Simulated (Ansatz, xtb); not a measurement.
CH10AlNSi: which of two isomers lies lower

We compare X, `[CH3][AlH2-][NH2+][SiH3]`, a singlet, with Y, `C[SiH2][NH2+][AlH3-]`, a singlet. Both are isolated molecules in the gas phase, relaxed with PBE0-D3(BJ)/def2-SVP; the shapes shown needn't be the lowest conformers.

X (Å):

```yaml
atoms:
  - { symbol: C, position_ang: [-2.4224, 2.5639, 1.5307] }
  - { symbol: Al, position_ang: [-0.7679, 3.4677, 0.9214] }
  - { symbol: N, position_ang: [0.1645, 1.9909, -0.2333] }
  - { symbol: Si, position_ang: [0.0526, 0.3326, 0.4680] }
  - { symbol: H, position_ang: [-3.0300, 3.2793, 2.1127] }
  - { symbol: H, position_ang: [-2.2492, 1.7012, 2.1972] }
  - { symbol: H, position_ang: [-3.0637, 2.2204, 0.7004] }
  - { symbol: H, position_ang: [-0.9205, 4.6003, -0.2130] }
  - { symbol: H, position_ang: [0.4063, 3.6744, 2.0051] }
  - { symbol: H, position_ang: [1.1321, 2.3091, -0.3258] }
  - { symbol: H, position_ang: [-0.2422, 2.0403, -1.1702] }
  - { symbol: H, position_ang: [0.3679, 0.4448, 1.9141] }
  - { symbol: H, position_ang: [1.0397, -0.5550, -0.2139] }
  - { symbol: H, position_ang: [-1.3297, -0.1443, 0.2136] }
```

Y (Å):

```yaml
atoms:
  - { symbol: C, position_ang: [-1.5387, -0.6656, 2.4032] }
  - { symbol: Al, position_ang: [2.4907, -2.5725, 0.4280] }
  - { symbol: N, position_ang: [0.5224, -2.4253, 1.0763] }
  - { symbol: Si, position_ang: [0.0817, -0.7104, 1.4696] }
  - { symbol: H, position_ang: [-1.8072, 0.3763, 2.6403] }
  - { symbol: H, position_ang: [-2.3604, -1.0963, 1.8102] }
  - { symbol: H, position_ang: [-1.4702, -1.2156, 3.3549] }
  - { symbol: H, position_ang: [-0.0227, -0.0231, 0.1568] }
  - { symbol: H, position_ang: [1.1989, -0.1850, 2.2964] }
  - { symbol: H, position_ang: [-0.0718, -2.8144, 0.3410] }
  - { symbol: H, position_ang: [0.4297, -3.0492, 1.8808] }
  - { symbol: H, position_ang: [3.2072, -2.9292, 1.8220] }
  - { symbol: H, position_ang: [2.6782, -1.0684, -0.1172] }
  - { symbol: H, position_ang: [2.3585, -3.7398, -0.6685] }
```

Quicker runs give these differences E(Y) − E(X): GFN2-xTB −38.5 kJ/mol; HF/STO-3G +3.7 kJ/mol (at GFN2-xTB geometries); r2SCAN-D4/def2-SVP −14.5 kJ/mol (at GFN2-xTB geometries).

Task: Estimate E(Y) − E(X) at the level CCSD(T)/def2-SVP + ΔMP2/def2-TZVPP.

Result: Calculated at CCSD(T)/def2-SVP + ΔMP2/def2-TZVPP: E(Y) − E(X) = −10.6 kJ/mol, so structure Y lies lower.

Level by level:

```json
{"level": "GFN2-xTB", "geometry": "GFN2-xTB", "E(Y) − E(X) (kJ/mol)": "−38.5", "departure from the last row (kJ/mol)": "−27.9", "job, with rough time for the two": "optimisation, 0.19 s"}
{"level": "HF/STO-3G", "geometry": "GFN2-xTB", "E(Y) − E(X) (kJ/mol)": "+3.7", "departure from the last row (kJ/mol)": "+14.3", "job, with rough time for the two": "single point, 0.26 s"}
{"level": "r2SCAN-D4/def2-SVP", "geometry": "GFN2-xTB", "E(Y) − E(X) (kJ/mol)": "−14.5", "departure from the last row (kJ/mol)": "−4.0", "job, with rough time for the two": "single point, 2.3 s"}
{"level": "PBE0-D3(BJ)/def2-SVP", "geometry": "PBE0-D3(BJ)/def2-SVP", "E(Y) − E(X) (kJ/mol)": "−13.2", "departure from the last row (kJ/mol)": "−2.6", "job, with rough time for the two": "optimisation, 73 s"}
{"level": "HF/def2-SVP", "geometry": "PBE0-D3(BJ)/def2-SVP", "E(Y) − E(X) (kJ/mol)": "−14.6", "departure from the last row (kJ/mol)": "−4.1", "job, with rough time for the two": "part of the CCSD(T) run"}
{"level": "MP2/def2-SVP", "geometry": "PBE0-D3(BJ)/def2-SVP", "E(Y) − E(X) (kJ/mol)": "−10.5", "departure from the last row (kJ/mol)": "+0.1", "job, with rough time for the two": "part of the CCSD(T) run"}
{"level": "CCSD(T)/def2-SVP", "geometry": "PBE0-D3(BJ)/def2-SVP", "E(Y) − E(X) (kJ/mol)": "−10.3", "departure from the last row (kJ/mol)": "+0.3", "job, with rough time for the two": "single point"}
{"level": "CCSD(T)/def2-SVP + ΔMP2/def2-TZVPP", "geometry": "PBE0-D3(BJ)/def2-SVP", "E(Y) − E(X) (kJ/mol)": "−10.6", "departure from the last row (kJ/mol)": "", "job, with rough time for the two": "single point, 23 s"}
```

As drawn, Y has 1 C–Si, 1 Al–H in place of 1 C–Al, 1 Si–H.

HF/STO-3G puts the two in the other order. The largest departure from CCSD(T)/def2-SVP + ΔMP2/def2-TZVPP is that of GFN2-xTB, 27.9 kJ/mol. The last row adds to CCSD(T) the change of the MP2 difference between the two basis sets, here −0.3 kJ/mol.

With harmonic frequencies from PBE0-D3(BJ)/def2-SVP (ideal gas, rigid rotor, one conformer each, 298.15 K, 1 atm): on the last row, ΔE + ΔZPE = −11.0 kJ/mol. A mode under 50 cm⁻¹ makes harmonic enthalpies and free energies unreliable, so none is given.

The correlated steps freeze 12 core orbitals. Run with Ansatz 0.2.0, xtb 6.7.1; the last row on 2 threads of Intel(R) Xeon(R) 6975P-C (Granite Rapids) on a shared host.
